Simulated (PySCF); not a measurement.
Al(H)(OMe)2, SMILES C[O][AlH][O]C (C2H7AlO2) (PBE0/def2-SVP optimised geometry):

```
12

Al    -0.984     0.916     0.000
H     -1.723     2.297     0.000
O     -1.924    -0.488     0.000
C     -1.913    -1.872    -0.003
H     -2.516    -2.267    -0.840
H     -0.896    -2.297    -0.100
H     -2.349    -2.272     0.930
O      0.704     0.916     0.000
C      1.858     0.153     0.013
H      1.661    -0.931     0.122
H      2.434     0.291    -0.920
H      2.516     0.453     0.848
```

Level of theory: PBE0/def2-TZVP (PySCF).

Question: What are the frontier orbital energies and the dipole moment?

Answer: HOMO-2 -8.35 eV, HOMO-1 -7.94 eV, HOMO -7.90 eV, LUMO -0.08 eV, LUMO+1 0.18 eV; dipole moment 1.68 D.

On the same geometry PBE/def2-TZVP run with PySCF 2.14.0 gives HOMO-2 -6.84 eV, HOMO-1 -6.42 eV, HOMO -6.34 eV, LUMO -0.85 eV, LUMO+1 -0.69 eV; dipole moment 1.66 D.

Meta-Löwdin charges at PBE0/def2-TZVP: Al1 1.00, H2 -0.14, O3 -0.63, C4 -0.10, H5 0.11, H6 0.09, H7 0.11, O8 -0.63, C9 -0.10, H10 0.09, H11 0.11, H12 0.11.
